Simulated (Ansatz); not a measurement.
CH$_{5}$FNOSn (`C[O][Sn]([NH2])[F]`) radical: the same geometry under several functionals.

```yaml
crystal:
  periodic: [false, false, false]
  atoms:
    - {symbol: C, position_ang: [-0.790576, -0.362180, -1.796590]}
    - {symbol: O, position_ang: [0.054198, 0.340157, -0.915928]}
    - {symbol: Sn, position_ang: [-0.326108, 0.501250, 1.009536]}
    - {symbol: N, position_ang: [1.533682, 0.548199, 1.864427]}
    - {symbol: F, position_ang: [-0.987780, -1.253217, 1.499139]}
    - {symbol: H, position_ang: [-1.658429, 0.238069, -2.095640]}
    - {symbol: H, position_ang: [-0.213710, -0.588161, -2.698613]}
    - {symbol: H, position_ang: [-1.148176, -1.307574, -1.374073]}
    - {symbol: H, position_ang: [1.487757, 0.491928, 2.877484]}
    - {symbol: H, position_ang: [2.049132, 1.391528, 1.630258]}
basis:
  gaussian: {orbitals: def2-TZVPP}
magnetization: {spin_polarized: true, initial_magnetization: 1}
hamiltonian: {xc: pbe, dispersion: d4}
output: {forces: true, orbitals: {seedname: orbitals}}
```

```sh
$ ansatz run in.yaml --threads 2 --pin off --events-out ev --progress --plain --max-ram 32768MiB --backend cpu
```

Shortened log:

```
Functional definition: PBE
1325 factors; their error is unknown
mean field evaluation 1: about -13178.0843 eV, gradient 7.5e1 eV
mean field evaluation 2: about -13022.4555 eV, gradient 1.8e2 eV
mean field evaluation 4: about -13196.1117 eV, gradient 3.4e1 eV
mean field evaluation 8: about -13199.9932 eV, gradient 8.8e-1 eV
mean field evaluation 16: about -13199.9743 eV, gradient 1.6e-3 eV
mean field -13199.97431030 eV, -485.0901086395 hartree, gradient 2.2e-5 eV, S^2 0.752806; 1 other end points of the search recorded, 0 dependent functions left out
reference -13199.97436111 eV, -485.0901105068 hartree; 29, 28 occupied and 215, 216 virtual orbitals, 1325 factors
Total energy: -13200.16968319 eV, -485.0972884610 hartree
Atom 0 at    -0.790576    -0.362180    -1.796590 Å, force    -0.152228    -0.112289    -0.071235 eV/Å
Atom 1 at     0.054198     0.340157    -0.915928 Å, force     0.471270     0.168956    -0.415701 eV/Å
Atom 2 at    -0.326108     0.501250     1.009536 Å, force    -0.449595     0.701411     0.356912 eV/Å
Atom 3 at     1.533682     0.548199     1.864427 Å, force     0.314212    -0.297332    -0.101819 eV/Å
Atom 4 at    -0.987780    -1.253217     1.499139 Å, force    -0.209137    -0.618446     0.172890 eV/Å
Atom 5 at    -1.658429     0.238069    -2.095640 Å, force    -0.188047     0.117713    -0.092677 eV/Å
Atom 6 at    -0.213710    -0.588161    -2.698613 Å, force     0.127230    -0.039374    -0.207428 eV/Å
Atom 7 at    -1.148176    -1.307574    -1.374073 Å, force    -0.089430    -0.210703     0.069538 eV/Å
Atom 8 at     1.487757     0.491928     2.877484 Å, force    -0.008730    -0.001012     0.342814 eV/Å
Atom 9 at     2.049132     1.391528     1.630258 Å, force     0.184454     0.291076    -0.053292 eV/Å
Dipole moment:     0.069122     0.546072     0.105597 e Å
```

Hardware: 2 threads of an AMD EPYC 7R13 on a shared host. Wall time 10 s, peak host memory 0.36 GiB.

Changing it to `hamiltonian: {xc: r2scan, dispersion: d4}` (abridged; 15 s):

```
Functional definition: r2SCAN
mean field evaluation 16: about -13206.6431 eV, gradient 2.0e-3 eV
mean field -13206.64309716 eV, -485.3351820366 hartree, gradient 5.1e-5 eV, S^2 0.757936
Total energy: -13206.69027521 eV, -485.3369157976 hartree
Atom 0 force    -0.187582    -0.150051    -0.155222 eV/Å
Atom 1 force     0.260982     0.088979    -0.042090 eV/Å
Atom 2 force    -0.259416     0.223305     0.131647 eV/Å
Atom 3 force     0.156413    -0.102161    -0.012716 eV/Å
Atom 4 force    -0.001790    -0.137053     0.015475 eV/Å
Atom 5 force     0.008831     0.000798    -0.004487 eV/Å
Atom 6 force     0.001312     0.011229     0.008201 eV/Å
Atom 7 force     0.000735     0.001405     0.003236 eV/Å
Atom 8 force     0.008086     0.031884     0.024702 eV/Å
Atom 9 force     0.012428     0.031666     0.031255 eV/Å
Dipole moment:     0.065829     0.571122     0.127655 e Å
```
